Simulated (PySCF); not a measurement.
Zn(Cl)(I), SMILES [Zn]([Cl])[I], singlet, PBE0/def2-SVP optimised geometry.

```
3

Zn     0.16     0.00     0.00
Cl     2.26     0.00     0.00
I     -2.26     0.00     0.00
```

Density from PBE0/def2-TZVP, def2 effective core potentials past Kr (PySCF) at that geometry. The core electrons that the potentials of I replace are not part of the density.

Minimum of the electron density along straight lines between bonded atoms, close to the bond critical point (lines longer than 1.1 times the sum of covalent radii, or with two minima, are not listed):

| bond | length / Å | ρ at the minimum / e bohr⁻³ | ∇²ρ there / e bohr⁻⁵ | position (fraction from the first atom) |
|---|---|---|---|---|
| Zn1–Cl2 | 2.104 | … | … | 0.46 |
| Zn1–I3 | 2.416 | 0.077 | … | 0.43 |

Q: Fill in the missing entries.

A: 
- Zn1–Cl2, ρ at the minimum / e bohr⁻³: 0.100
- Zn1–Cl2, ∇²ρ there / e bohr⁻⁵: 0.32
- Zn1–I3, ∇²ρ there / e bohr⁻⁵: 0.12
